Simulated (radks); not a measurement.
Values are calculated unless marked as measured or tabulated.
The oxygen anion O-, [He] 2s2 2p5, held by a Watson sphere: a shell of charge +0.85 at radius R that stands for the Madelung well of a crystal (potential energy -0.85/R inside, -0.85/r outside, in hartree with lengths in bohr). Code: a radial shooting solver on a logarithmic mesh with Libxc functionals. Model: non-relativistic Kohn-Sham, PBE, spin-polarised, spherical densities, point nucleus; open shells are filled with parallel spins first. Response by self-consistent Sternheimer equations with the Hartree and adiabatic LDA kernel. The sphere does not respond.

| R (bohr) | e(2s down) (eV) | e(2p up) (eV) | e(2p down) (eV) | <r> 2p (bohr) | sum of <r^2> (bohr^2) | X-ray form factor at sin(theta)/lambda = 0.2 1/angstrom | alpha (bohr^3) |
|---|---|---|---|---|---|---|---|
| 1.85 | -20.484 | -7.211 | -5.931 | 1.423 | 16.51 | 5.880 | 10.84 |
| 1.97 | -20.196 | -6.970 | -5.698 | 1.439 | 16.84 | 5.854 | 11.58 |
| 2.15 | -19.789 | -6.621 | -5.357 | 1.461 | 17.30 | 5.822 | 12.77 |
| 2.81 | -18.544 | -5.489 | -4.239 | 1.530 | 18.74 | 5.750 | 17.80 |
| 2.99 | -18.263 | -5.224 | -3.974 | 1.546 | 19.08 | 5.739 | 19.35 |
| 3.18 | -17.989 | -4.963 | -3.713 | 1.562 | 19.41 | 5.729 | 21.06 |
| 3.19 | -17.976 | -4.949 | -3.699 | 1.563 | 19.43 | 5.729 | 21.15 |
| 3.59 | -17.469 | -4.461 | -3.207 | 1.593 | 20.07 | 5.716 | 25.03 |
| 3.99 | -17.038 | -4.042 | -2.782 | 1.621 | 20.64 | 5.708 | 29.31 |
